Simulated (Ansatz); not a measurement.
C2H5BO, SMILES `BCC=O`. Charge 0, multiplicity 1. Geometry: relaxed with PBE0-D4/def2-TZVP. It is one conformer, not always the lowest.

```xyz
9

B     0.196    0.955    0.871
C    -0.188   -0.436    0.289
C     0.089   -0.588   -1.170
O     0.807   -1.425   -1.641
H     0.420    1.078    2.037
H     0.208    1.921    0.164
H    -1.289   -0.377    0.410
H     0.161   -1.298    0.859
H    -0.405    0.169   -1.819
```

Problem. What is the dipole moment at r2SCAN/def2-TZVPP? (Estimate.)

Solution. Computed: 2.63 D, with components (-1.75, 1.26, 1.50) D in this frame, pointing from negative to positive charge.

Problem. And with PBE, B3LYP, ωB97M-V? (Estimate.)

Solution. Ansatz gave: PBE 2.47 D, B3LYP 2.69 D, ωB97M-V 2.70 D.

Problem. Give the Mulliken charges with r2SCAN, ωB97M-V, PBE in def2-TZVPP. (An estimate is asked.)

Solution. Ansatz gave: 
```csv
atom,r2SCAN,ωB97M-V,PBE
B1,-0.03,-0.18,-0.08
C2,-0.03,-0.12,-0.07
C3,0.16,0.10,0.07
O4,-0.30,-0.27,-0.22
H5,0.02,0.09,0.03
H6,0.02,0.08,0.03
H7,0.05,0.10,0.09
H8,0.07,0.12,0.10
H9,0.03,0.08,0.04
```

B3LYP here is the variant with VWN-RPA as its local correlation; programs differ in this.
